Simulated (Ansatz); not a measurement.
This geometry of CH$_{7}$B$_{2}$N (11 atoms, charge 0, multiplicity 1) is a first-order saddle point.

All numbers below come from Ansatz, RKS PBE-D4/def2-mTZVP.

```xyz
11
Properties=species:S:1:pos:R:3
C -0.703 1.126 0.868
B -0.911 0.213 -0.388
B 0.239 -0.934 -0.953
N 1.440 -1.087 -0.250
H -1.575 1.078 1.545
H -0.696 2.182 0.529
H 0.206 0.970 1.471
H -1.958 0.379 -0.973
H 0.111 -1.641 -1.924
H 2.180 -1.738 -0.510
H 1.667 -0.549 0.586
```

Problem. Which two structures does it join? (They come from a converged band through this point; their orientation in space is the band's.)

Solution. No bond is made or broken. The dihedral C1–B2–B3–N4 goes from 94 to -89°.

First end point:

```xyz
11
Properties=species:S:1:pos:R:3
C -0.527 1.630 0.520
B -0.778 0.234 -0.152
B 0.418 -0.805 -0.693
N 1.010 -1.867 0.004
H -1.239 1.836 1.338
H -0.766 2.401 -0.241
H 0.494 1.830 0.873
H -1.940 -0.027 -0.384
H 0.833 -0.632 -1.823
H 1.732 -2.464 -0.394
H 0.764 -2.136 0.953
```

Last end point:

```xyz
11
Properties=species:S:1:pos:R:3
C -0.630 1.277 1.077
B -0.842 0.046 0.128
B 0.336 -1.070 -0.279
N 1.249 -1.018 -1.341
H -1.463 1.442 1.780
H -0.652 2.169 0.416
H 0.322 1.314 1.627
H -1.971 -0.100 -0.293
H 0.421 -2.054 0.431
H 1.936 -1.745 -1.524
H 1.294 -0.262 -2.021
```

Problem. How far does it lie above each of them?

Solution. 13.4 kJ/mol above the first and 13.5 kJ/mol above the second. This is the barrier of this one path; another mechanism may lie lower.

The run took 2.4 min on 2 threads of Arm Neoverse V1 (shared host), peak memory 0.17 GiB.
